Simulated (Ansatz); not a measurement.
Basis-set series for `[F][Sn]([Cl])[Cl]` radical. Charge 0, multiplicity 2. Sn: def2 effective core potential. Geometry: relaxed with PBE0-D4/def2-TZVP.

| functional | basis | functions | energy (Eh) | HOMO (eV) | LUMO (eV) |
| --- | --- | --- | --- | --- | --- |
| PBE0-D4 | def2-TZVPP | 165 | -1234.33545 | -7.99 | -5.19 |
| PBE0-D4 | def2-QZVPP | 279 | -1234.37102 | -8.01 | -5.20 |
| ωB97M-V | def2-TZVPP | 165 | -1234.60886 | -10.01 | -3.40 |
| ωB97M-V | def2-QZVPP | 279 | -1234.64285 | -10.04 | -3.45 |

Task: Give the rows for def2-SVP. (Estimate.)

Result: Ansatz gave: 
```csv
functional,basis,functions,energy (Eh),HOMO (eV),LUMO (eV)
PBE0-D4,def2-SVP,76,-1233.87476,-7.84,-5.06
ωB97M-V,def2-SVP,76,-1234.14878,-9.81,-3.20
```

HOMO and LUMO are taken over both spins.
